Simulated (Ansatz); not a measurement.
`[Li][N](C)C` → Li• + `C[N]C`• at 298.15 K and 1 bar (homolysis of the Li–N bond).

Program: Ansatz. Geometries: PBE0-D4/def2-TZVP. ΔE: electronic, gas phase. CCSD(T)/CBS adds triple-zeta CCSD(T) − MP2 to the extrapolated MP2 energy (def2 sets, frozen cores). No spin–orbit coupling; open shells (•) take unrestricted orbitals. For Li outer-core shells are correlated without core-valence functions, so the limit isn't a true one: a few kJ/mol of doubt a bond, and 10 to 20 or more in all where bonds break to atoms.

| species | CCSD(T)/CBS energy (Eh) | H − E (kJ/mol) | S (J/(mol·K)) |
| --- | --- | --- | --- |
| `[Li][N](C)C` | -141.90308 | 227.9 | 292.7 |
| Li• | -7.46760 | 6.2 | 138.8 |
| `C[N]C`• | -134.33941 | 217.6 | 282.2 |

H − E and S are ideal-gas, rigid-rotor, harmonic terms from PBE0-D4/def2-TZVP, with the whole ground term of open shells counted as degenerate. 1 Eh = 2625.50 kJ/mol, R = 8.31446 J/(mol·K).

Question: By hand: ΔE, ΔH, ΔS and ΔG.

Answer: ΔE = (-7.46760) + (-134.33941) − (-141.90308) = 0.09607 Eh = 252.2 kJ/mol. Δ(H − E) = 6.2 + 217.6 − 227.9 = -4.1, so ΔH = 248.1 kJ/mol. ΔS = 138.8 + 282.2 − 292.7 = 128.3 J/(mol·K). ΔG = 248.1 − 298.15 × (128.3)/1000 = 209.8 kJ/mol.

Question: By hand: the equilibrium constant, and the temperature at which ΔG would vanish if ΔH and ΔS stayed fixed.

Answer: log₁₀ K = −ΔG/(RT ln 10) = -36.8. ΔG = 0 at ΔH/ΔS = 1934 K.

The number of gas molecules changes by +1, which sets the sign of ΔS. A doubt of 5 kJ/mol in ΔE shifts log₁₀ K by 0.9 here. These are equilibria of isolated gas molecules and say nothing of rates. Largest T1 diagnostic: 0.014 (customary marks: 0.02 for closed shells, 0.045 for open ones).
